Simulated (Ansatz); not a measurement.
Correlation energies of C2H8FNSi (`NCC[SiH2]F`) by basis set

Z-matrix (Å, degrees):
```
C
C 1 1.521
N 1 1.455 2 110.5
H 1 1.095 2 109.4 3 -118.3
H 1 1.101 2 109.1 3 125.6
Si 2 1.858 1 114.8 3 174.7
H 2 1.097 1 110.2 3 -62.8
H 2 1.097 1 109.3 3 53.5
H 3 1.013 1 110.2 2 62.8
H 3 1.013 1 110.7 2 -179.3
F 6 1.606 2 109.8 1 62.2
H 6 1.486 2 111.3 1 -56.0
H 6 1.485 2 111.2 1 -179.1
```

Total charge 0; spin multiplicity 1. Geometry: relaxed with PBE0-D4/def2-TZVP. It is one conformer, not always the lowest. Frozen core, restricted reference, Ansatz 0.2.0. CBS rows extrapolate triple and quadruple zeta; past MP2 they add the triple-zeta difference.

| basis | HF (Eh) | MP2 corr. |
| --- | --- | --- |
| def2-SVP | -522.99933 | -0.74170 |
| def2-TZVPP | -523.39032 | -0.93947 |
| def2-QZVPP | -523.41116 | -1.01104 |

(1) Estimate the CCSD correlation energy and the (T) correction in each basis where they were run (hartree).

Answers

(1) 
```
     basis  CCSD corr.       (T)
  def2-SVP    -0.79701  -0.01903
def2-TZVPP    -0.98466  -0.03427
 CBS(def2)    -1.10925     as TZ
```
